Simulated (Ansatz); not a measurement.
Abridged output of a molecular run in Ansatz:

```
Functional definition: HF
1858 factors; integrals over basis functions are off by at most 1.1e-3 eV
mean field evaluation 1: about -60728.4219 eV, gradient 4.5e1 eV
mean field evaluation 2: about -60728.6924 eV, gradient 4.5e1 eV
mean field evaluation 4: about -60733.0824 eV, gradient 4.4e0 eV
mean field evaluation 8: about -60733.1585 eV, gradient 4.3e-1 eV
mean field -60733.15905417 eV, -2231.9024288270 hartree, gradient 5.8e-6 eV, S^2 0.000000; 0 other end points of the search recorded, 0 dependent functions left out
14 core orbitals not correlated: weight in the atoms' cores, before any rotation towards them, 1.000 or more for the frozen orbitals, at most 0.000 for the correlated occupied ones
reference -60733.15905417 eV, -2231.9024288270 hartree; 23, 23 occupied and 264, 264 virtual orbitals, 1858 factors
second order -34.64553946 eV of doubles, -0.00000000 eV of singles
cycle   1  -34.32478613 eV  change    3.2e-1 eV  update   1.3e-1
cycle   2  -35.25094205 eV  change   -9.3e-1 eV  update   3.9e-2
cycle   3  -35.43148354 eV  change   -1.8e-1 eV  update   2.0e-2
cycle   4  -35.40981388 eV  change    2.2e-2 eV  update   4.7e-3
cycle   5  -35.40750791 eV  change    2.3e-3 eV  update   2.5e-3
cycle   6  -35.40911796 eV  change   -1.6e-3 eV  update   9.4e-4
cycle   7  -35.40872680 eV  change    3.9e-4 eV  update   4.6e-4
cycle   8  -35.40849405 eV  change    2.3e-4 eV  update   1.8e-4
cycle   9  -35.40858188 eV  change   -8.8e-5 eV  update   7.8e-5
cycle  10  -35.40862300 eV  change   -4.1e-5 eV  update   3.0e-5
perturbative correction -1.34642556 eV, -0.0494802266 hartree
Total energy: -60769.91410273 eV, -2233.2531519481 hartree
```

Its atoms:

Cartesian coordinates in Å:
```
C -0.781 -1.020 -1.025
N -1.037 -0.084 0.049
C 0.052 0.756 0.420
O 0.647 1.473 -0.612
F -0.515 1.682 1.297
Ga 1.528 -0.226 1.391
H 0.049 -1.674 -0.749
H -1.662 -1.647 -1.167
H -0.525 -0.549 -1.983
H -1.869 0.476 -0.114
H -0.029 1.994 -1.069
H 1.940 -1.675 0.954
H 2.201 0.493 2.607
```

Question: Which basis set was used?
A. def2-SVPD
B. def2-SVP
C. cc-pV(Q+d)Z
D. def2-TZVPP

Answer: D. It gives 301 functions.

Question: Write the keys of the input that set method, charge and spin (a neutral closed shell needs none for the last two).

Answer: 
```yaml
correlation: {method: ccsd_t}
```
